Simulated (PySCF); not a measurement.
**Charge-transfer reorganisation: `InChI=1S/C5H6F2OS/c6-5(7)2-1-3-9(8)4-5/h1,3H,2,4H2/t9-/m0/s1`**

Molfile (atoms numbered from 1):
```
C5H6F2OS
     RDKit          3D

 15 15  0  0  0  0  0  0  0  0999 V2000
    0.6967    2.9529    0.0106 O   0  0  0  0  0  0  0  0  0  0  0  0
    0.0881    1.7923   -0.6984 S   0  0  0  0  0  4  0  0  0  0  0  0
    1.3644    0.5429   -0.8255 C   0  0  0  0  0  0  0  0  0  0  0  0
    1.2659   -0.7328   -0.4745 C   0  0  0  0  0  0  0  0  0  0  0  0
    0.0849   -1.3868    0.1751 C   0  0  0  0  0  0  0  0  0  0  0  0
   -1.1569   -0.5266    0.1780 C   0  0  0  0  0  0  0  0  0  0  0  0
   -2.0630   -1.0593    1.0195 F   0  0  0  0  0  0  0  0  0  0  0  0
   -1.7147   -0.5519   -1.0557 F   0  0  0  0  0  0  0  0  0  0  0  0
   -0.9115    0.9137    0.5527 C   0  0  0  0  0  0  0  0  0  0  0  0
    2.2670    0.9503   -1.2741 H   0  0  0  0  0  0  0  0  0  0  0  0
    2.1272   -1.3761   -0.6453 H   0  0  0  0  0  0  0  0  0  0  0  0
   -0.1626   -2.3279   -0.3286 H   0  0  0  0  0  0  0  0  0  0  0  0
    0.3296   -1.6413    1.2134 H   0  0  0  0  0  0  0  0  0  0  0  0
   -1.8624    1.4470    0.6318 H   0  0  0  0  0  0  0  0  0  0  0  0
   -0.3581    1.0073    1.4905 H   0  0  0  0  0  0  0  0  0  0  0  0
  1  2  2  0
  2  3  1  0
  3  4  2  0
  4  5  1  0
  5  6  1  0
  6  7  1  0
  6  8  1  0
  6  9  1  0
  2  9  1  1
  3 10  1  0
  4 11  1  0
  5 12  1  0
  5 13  1  0
  9 14  1  0
  9 15  1  0
M  END
```

Method used: PySCF, UKS BHandHLYP/def2-SV(P) four-point reorganisation energy, gas phase. Geometry: BHandHLYP/def2-SV(P).

Q: What is the inner reorganisation energy for hole transfer, with the ionisation energy?

A: λ = 0.247 (surface of the oxidised species) + 0.320 (surface of the starting species) = 0.567 eV. The ionisation energy is 8.76 eV vertical and 8.51 eV adiabatic without zero-point energy; at the relaxed geometry of the oxidised species the two energies differ by 8.19 eV. Largest bond changes: S2–C3 1.791 → 1.754 Å, C6–F7 1.346 → 1.324 Å, C6–C9 1.508 → 1.529 Å, C9–S2 1.827 → 1.809 Å, C6–F8 1.354 → 1.347 Å. ⟨S²⟩ of the relaxed oxidised species 0.763.
